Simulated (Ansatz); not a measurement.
Ansatz (an electronic-structure program) input:

Ansatz 0.2 input:
```yaml
crystal:
  periodic: [false, false, false]
  atoms:
    - {symbol: Ge, position_ang: [-0.00000000, -0.00000000, -1.13240811]}
    - {symbol: Ge, position_ang: [0.00000000, 0.00000000, 1.05062557]}
    - {symbol: H, position_ang: [0.00000000, 0.00000000, 2.61704156]}
basis:
  gaussian:
    orbitals: def2-TZVPD
hamiltonian:
  xc: {name: PBE-QIDH}
total_charge: -1
magnetization: {spin_polarized: false}
correlation: {electrons: outside_noble_gas}
```

Q: Predict the final energy.

A: -4153.31415 Eh (PBE-QIDH/def2-TZVPD). The basis has 117 functions.

It need not be the lowest isomer of its formula. Whether it binds its extra electron was not tested at this geometry.
